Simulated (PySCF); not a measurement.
Two-dimensional NMR puzzle

Compound of formula C4H9NOSi2. Correlations simulated from computed shifts and the bond graph:

HSQC (one-bond C–H):
```tsv
δH	δC
3.72	54.0
1.29	-6.5
0.16	4.3
```

COSY cross peaks (H two or three bonds apart, from the bond graph; peaks can be absent where the dihedral angle is near 90°):
```tsv
δH	δH
5.17	5.02
5.17	0.16
5.02	0.16
3.16	3.05
3.16	1.29
3.16	0.16
3.05	1.29
3.05	0.16
1.29	0.16
```

HMBC (two and three bonds, from the bond graph):
```tsv
δH	δC
5.17	54.0, 4.3, -6.5
5.02	54.0, 4.3, -6.5
3.16	127.5, 4.3, -6.5
3.05	127.5, 4.3, -6.5
1.29	127.5, 4.3
0.16	127.5, -6.5
```

Carbons without hydrogens: δ 127.5.

All values are calculated (PySCF 2.14.0 with density-fitted response routines): coordinates at the GFN2-xTB level, PBE0/pcSseg-1 with gauge-including orbitals. One averaged value for each set of equivalent atoms, one computed conformer, no relativistic terms, gas phase.

δ = σ(ref) − σ, references computed at the same level: TMS for ¹H and ¹³C.

Exchangeable hydrogens are left out of these lists.

Assemble the structure.

Answers

`N#C[C@H]1[C@H]([SiH2]OC)[SiH2]1`.

Mapped SMILES: `[CH3:1][O:2][SiH2:3][C@@H:4]1[SiH2:5][C@H:6]1[C:7]#[N:8]`. Hydrogens are named by the atom that carries them. Ha(Si5) is cis to Si3 on the ring; Ha(Si3) is pro-R; Hb(Si3) is pro-S; Hb(Si5) is trans to Si3 on the ring.

1. δC 127.5 is C7, a nitrile carbon.
2. δC 54.0 is C1, a methyl carbon bonded to O (δH 3.72).
3. δC 4.3 is C4, a three-membered-ring carbon (δH 0.16).
4. δC -6.5 is C6, a three-membered-ring carbon (δH 1.29).
5. HMBC from δH 3.16 reaches the proton-free carbon C7.
6. HMBC from δH 3.05 reaches the proton-free carbon C7.
7. HMBC from δH 1.29 reaches the proton-free carbon C7.
8. HMBC from δH 0.16 reaches the proton-free carbon C7.
9. COSY links 5.17–5.02, 5.17–0.16, 5.02–0.16, 3.16–3.05, 3.16–1.29, 3.16–0.16.

The shifts were computed for this structure.

Shifts are as computed. Against solution values, carbons near 30 ppm lie about +3 ppm off and those near 130 ppm about +5 ppm. Of 1309 compounds with measured shifts, 239 miss one by over three times the rms of a fit or turn the order of signals round; such compounds aren't used in these exercises.
